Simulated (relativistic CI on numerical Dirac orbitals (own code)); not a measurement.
# Line list: Electric-dipole lines, Tl⁵⁺

Calculated at this level of theory: Dirac-Coulomb-Breit CI, KLI orbitals optimised for each configuration, model QED, valence Slater integrals scaled by 0.85, P86 correlation energy added to each configuration (own radial code, finite nucleus).

Configurations in the expansion (outside the closed core [Kr] 4d10 4f14): 5s2 5p6 5d8, 5s2 5p6 5d7 6s, 5s2 5p6 5d7 5f, 5s2 5p6 5d7 6p, 5s2 5p6 5d7 5g, 5s2 5p5 5d9, 5s2 5p6 5d7 6d, 5s2 5p6 5d7 7s, 5s2 5p6 5d6 6s 6p, 5s2 5p6 5d7 7p, 5s2 5p6 5d7 7d, 5s2 5p6 5d7 6f, 5s2 5p6 5d7 8s, 5s2 5p6 5d7 8p, 5s2 5p6 5d7 7f, 5s2 5p6 5d6 5f 6s, 5s2 5p5 5d8 5f, 5s 5p6 5d9, 5s2 5p5 5d8 5g, 5s2 5p6 5d6 6p 6d, 5s2 5p5 5d8 6s, 5s2 5p6 5d6 6s2, 5s2 5p6 5d5 5f 6s2, 5s2 5p6 5d5 6s2 6p, 5s2 5p6 5d5 5g 6s2, 5s2 5p6 5d5 6s2 6d. Double excitations out of closed p, d and f shells are left out; levels of such configurations are missing from the list, as are those of other unlisted configurations, and high levels can miss mixing partners.

```tsv
λ vac (Å)	Lower	Upper	A (s⁻¹)	E lower (eV)	E upper (eV)
370.90	5s2 5p6 5d7 6s 5F_5 [10]	5s2 5p6 5d6 6s 6p 5D°_4 [354]	1.71e+10	16.4601	49.8878
374.21	5s2 5p6 5d8 3F_4 [1]	5s2 5p6 5d7 6p 3D°_3 [82]	8.05e+09	0.0000	33.1326
379.59	5s2 5p6 5d8 3F_3 [3]	5s2 5p6 5d7 6p 3F°_3 [104]	7.50e+09	2.1559	34.8184
380.13	5s2 5p6 5d8 3F_4 [1]	5s2 5p6 5d7 6p 3D°_3 [74]	5.26e+09	0.0000	32.6166
381.34	5s2 5p6 5d7 6s 5F_5 [10]	5s2 5p6 5d6 6s 6p 5G°_6 [294]	7.31e+09	16.4601	48.9730
381.41	5s2 5p6 5d8 1D_2 [2]	5s2 5p6 5d7 6p 1D°_2 [87]	1.01e+10	1.1030	33.6097
381.75	5s2 5p6 5d8 3F_3 [3]	5s2 5p6 5d7 6p 3D°_2 [101]	7.91e+09	2.1559	34.6339
384.82	5s2 5p6 5d8 3F_3 [3]	5s2 5p6 5d7 6p 3G°_4 [97]	5.20e+09	2.1559	34.3747
385.86	5s2 5p6 5d8 3P_2 [5]	5s2 5p6 5d7 6p 3D°_3 [111]	9.83e+09	3.1856	35.3175
386.65	5s2 5p6 5d8 3F_4 [1]	5s2 5p6 5d7 6p 3H°_4 [70]	3.56e+09	0.0000	32.0665
387.46	5s2 5p6 5d8 3F_4 [1]	5s2 5p6 5d7 6p 3G°_5 [69]	8.73e+09	0.0000	31.9995
388.84	5s2 5p6 5d8 1G_4 [7]	5s2 5p6 5d7 6p 1G°_4 [118]	1.45e+10	4.1590	36.0445
391.04	5s2 5p6 5d8 3F_4 [1]	5s2 5p6 5d7 6p 3F°_4 [66]	1.15e+10	0.0000	31.7064
391.84	5s2 5p6 5d8 3F_3 [3]	5s2 5p6 5d7 6p 3F°_3 [89]	5.69e+09	2.1559	33.7971
397.15	5s2 5p6 5d8 1D_2 [2]	5s2 5p6 5d7 6p 1F°_3 [71]	5.56e+09	1.1030	32.3214
681.67	5s2 5p6 5d7 6p 5G°_4 [55]	5s2 5p6 5d7 6d 5H_5 [240]	7.76e+09	29.6826	47.8710
682.98	5s2 5p6 5d7 6p 3G°_5 [49]	5s2 5p6 5d7 6d 3H_6 [193]	8.44e+09	27.6683	45.8219
688.70	5s2 5p6 5d7 6p 3I°_6 [68]	5s2 5p6 5d7 6d 1K_7 [349]	9.13e+09	31.8287	49.8314
814.69	5s2 5p6 5d7 6p 5G°_6 [62]	5s2 5p6 5d7 6d 5H_7 [200]	8.00e+09	30.9731	46.1917
815.76	5s2 5p6 5d7 6p 3I°_7 [108]	5s2 5p6 5d7 6d 3K_8 [377]	8.03e+09	35.0271	50.2257
816.08	5s2 5p6 5d7 6p 5G°_5 [81]	5s2 5p6 5d7 6d 5H_6 [260]	7.91e+09	33.1173	48.3100
816.56	5s2 5p6 5d7 6p 3H°_6 [94]	5s2 5p6 5d7 6d 3I_7 [320]	7.62e+09	34.2366	49.4202
844.82	5s2 5p6 5d7 6s 3H_6 [25]	5s2 5p6 5d7 6p 3H°_6 [115]	2.44e+09	21.0787	35.7545
849.01	5s2 5p6 5d7 6s 5F_3 [13]	5s2 5p6 5d7 6p 3F°_4 [80]	2.17e+09	18.4578	33.0611
853.39	5s2 5p6 5d7 6s 3G_5 [19]	5s2 5p6 5d7 6p 3G°_5 [102]	1.90e+09	20.1316	34.6600
854.29	5s2 5p6 5d7 6s 5F_5 [10]	5s2 5p6 5d7 6p 5G°_6 [62]	3.53e+09	16.4601	30.9731
879.01	5s2 5p6 5d7 6s 3G_5 [19]	5s2 5p6 5d7 6p 3H°_6 [94]	3.03e+09	20.1316	34.2366
882.35	5s2 5p6 5d7 6s 5F_4 [16]	5s2 5p6 5d7 6p 5G°_5 [81]	2.56e+09	19.0658	33.1173
888.87	5s2 5p6 5d7 6s 3H_6 [25]	5s2 5p6 5d7 6p 3I°_7 [108]	3.22e+09	21.0787	35.0271
908.50	5s2 5p6 5d7 6s 1H_5 [38]	5s2 5p6 5d7 6p 3I°_6 [133]	2.86e+09	23.6674	37.3145
```

Terms are leading LS components. Brackets give the number of a level in order of energy, since labels repeat. The list gives strong lines, with weight on those to low levels, without lines whose two gauges differ by over a factor of 2.5, among the lowest 400 of 6849 levels, so that lines to higher ones, which can be the strongest, are missing. Levels whose partners in the same complex of configurations lie outside the list can be far off, and so can their lines. Rates are taken at the computed energies, electric ones in the length gauge.

At this charge configurations can still be misplaced by up to about 7 % of their energy. Levels and lines within the n = 5 or 6 shells can be off by up to 10 % or somewhat more, and those that change n by about 2 %, since core polarisation is missing.

LS names give the leading component of a level, which can be under half, so a name can repeat, a term be missing and a line seem to break the LS rules.
